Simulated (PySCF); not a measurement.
## Working out the ionisation energy of Mo

Mo [Kr] 4d5 5s1 (7S) → Mo⁺ [Kr] 4d5 (6S). Calculation: PySCF 2.14, in aug-cc-pVTZ-PP with ECP28MDF; a scalar-relativistic core potential. Frozen: 4s2 4p6. Energies in hartree (1 hartree = 27.21139 eV):

```
             part  Mo (lower)  Mo⁺ (upper)
              UHF  -67.345050   -67.115610
MP2 opposite-spin    0.000000     0.000000
    MP2 same-spin   -0.080285    -0.059289
```

Task: What does Hartree-Fock give?

Result: (-67.115610) − (-67.345050) = 0.229440 hartree = 6.243 eV.

Task: What do MP2 and SCS-MP2 (6/5 opposite-spin, 1/3 same-spin) give?

Result: The opposite-spin parts differ by 0.000 eV and the same-spin parts by 0.571 eV. MP2: 6.243 + (0.000) + (0.571) = 6.814 eV. SCS-MP2: 6.243 + 1.2 × (0.000) + (0.571)/3 = 6.433 eV.

Measured between the centres of the two terms (NIST): 7.092 eV, so MP2 (valence) is off by -0.278 eV.

What remains against the reference includes basis incompleteness, the frozen core and correlation beyond second order.
